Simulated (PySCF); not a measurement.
## Hg (mercury, neutral) across methods

[Xe] 4f14 5d9 6s2 7s1, high-spin 3D determinant (an excited configuration). All numbers are calculated (PySCF 2.14, scalar relativity through the core potential, in aug-cc-pVDZ-PP with ECP60MDF).

| method | E (hartree) | mean ε 6s α (eV) | mean ε 6s β (eV) | mean ε 7s α (eV) | Σ⟨r²⟩ (bohr²) | ⟨S²⟩ |
| --- | --- | --- | --- | --- | --- | --- |
| TPSSh | -152.9913 | -12.375 | -12.011 | -1.849 | 105.0 | 2.001 |
| PBE | -153.0753 | -12.137 | -11.778 | -1.777 | 104.7 | 2.000 |
| LDA | -152.8089 | -12.534 | -12.207 | -1.744 | 104.5 | 2.000 |
| CAM-B3LYP | -152.9957 | -14.285 | -13.953 | -2.327 | 104.8 | 2.001 |
| PBE0 | -153.0351 | -12.990 | -12.581 | -2.045 | 104.9 | 2.001 |
| UHF | -152.11583 | -14.608 | -13.974 | -2.525 | 106.0 | 2.002 |
| wB97M-V | -152.9478 | -15.122 | -14.613 | -2.339 | 104.6 | 2.000 |
| r2SCAN | -153.0989 | -12.267 | -12.026 | -1.774 | 104.6 | 2.001 |

(1) Estimate the same row for r2SCAN0.

Energies and moments cover only the electrons outside the core potential. Spin-orbit coupling, absent here, splits the open shell strongly. The outer electron is Rydberg-like, and this basis confines it to a smaller radius and binds it less than a complete one would.

Results:

(1) E (hartree) = -153.0428; mean ε 6s α (eV) = -13.145; mean ε 6s β (eV) = -12.831; mean ε 7s α (eV) = -2.017; Σ⟨r²⟩ (bohr²) = 104.7; ⟨S²⟩ = 2.001.
